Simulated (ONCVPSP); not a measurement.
**Potentials for vanadium (V) compared**

Generated with ld1.x 7.5 (TM, RRKJ, ultrasoft, PAW), atompaw 4.2 or ONCVPSP 4.0.1. The cutoff is in Ry: for ld1.x and atompaw files where the sum of valence levels is converged to 10 mRy in a Bessel basis, for ONCV files where the hardest occupied wave has 1 mHa per electron of residual kinetic energy. The error is the largest all-electron minus pseudo excitation energy over each file’s own four to seven test configurations (ionisations up to +4, promotions, holes and added fractions of an electron), all of which were solved. The labels leave out finer settings (local radius, basis sizes, second energies), which also bear on the numbers. Spin-polarised tests are not counted. The rows are a selection from randomly drawn settings: files with unsolved tests, undetermined cutoffs or missed reference levels are left out.

A true bound ghost makes a file unfit for plane-wave use even where its test errors are small: the radial tests pick states by their node count and pass the ghost by.

```csv
potential,cutoff (Ry),largest error (meV),bound ghosts
"ONCV, LDA (Perdew-Wang 92), scalar-relativistic, rc 2.15/1.15/1.15 (spd), local smoothed, core correction yes, reference 3p6 3d3 4s1.5, qcut 3.8/14.1/9.1, projectors 3/1/2",115,-17,s
"ONCV, LDA (Perdew-Zunger), scalar-relativistic, rc 1.25/1.55/1.80 (spd), local smoothed, core correction yes, reference 3s2 3p6 3d3, qcut 11.7/8.5/10.6, projectors 1/2/3",80,+152,none
"ONCV, LDA (Perdew-Wang 92), non-relativistic, rc 2.50/2.45/2.20 (spd), local smoothed, core correction yes, reference 3d3 4s0.5, qcut 3.1/3.5/6.3, projectors 2/1/2",37,-6.0,none
"ONCV, BLYP, scalar-relativistic, rc 1.60/1.15/1.60/1.40 (spdf), local smoothed, core correction yes, reference 3s2 3p6 3d3, qcut 6.1/13.1/8.8/7.1, projectors 3/2/2/1",87,+62,none
"ONCV, PBEsol, scalar-relativistic, rc 1.35/1.15/1.95 (spd), local smoothed, core correction yes, reference 3s2 3p6 3d3.5 4s1.5, qcut 10.5/13.6/6.5, projectors 2/2/2",86,+14,none
"ONCV, PBE, scalar-relativistic, rc 2.50/1.25/2.15 (spd), local smoothed, core correction no, reference 3p6 3d3 4s2, qcut 2.7/11.2/7.3, projectors 2/1/2",44,+370,s
"ONCV, PBE, scalar-relativistic, rc 1.25/0.95/2.35 (spd), local smoothed, core correction yes, reference 3s2 3p6 3d3 4s2, qcut 7.3/8.6/6.8, projectors 2/2/1",146,+133,none
```

Q: Fill in the row for V: ONCV, PBE, fully relativistic, rc 2.40/1.45/1.75 (spd), local smoothed, core correction no, reference 3p6 3d3 4s2, qcut 3/8.7/7.6, projectors 2/2/1.

A: cutoff 51 Ry, largest error +210 meV, bound ghosts: s.
